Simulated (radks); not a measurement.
Effect of the nuclear size on the titanium ion Ti20+, [He]. Calculated with a radial shooting solver on a logarithmic mesh with Libxc functionals: Dirac Kohn-Sham, BLYP, spin-unpolarised, spherical densities, finite nucleus; Fermi nuclear charge, rms radius 3.5921 fm. The rms radius is varied about that value; shifts are against it.

rms radius (fm)  total energy shift (eV)  density at nucleus (e/bohr^3)  1s1/2 shift (meV)  2s1/2 (empty) shift (meV)
3.0712                           -0.0121                           7865              -5.73                     -0.724
3.2832                          -0.00740                           7848              -3.50                     -0.443
3.5921                                 0                           7826              0.000                      0.000
3.8004                           0.00536                           7813               2.53                      0.320
4.2746                            0.0186                           7784               8.82                       1.11

Slopes of the eigenvalues against <r^2> in GHz/fm^2, as finite differences over the two radii next to the reference (eigenvalue slopes, not the field-shift constants of lines): 1s1/2 398, 2s1/2 (empty) 50.3.
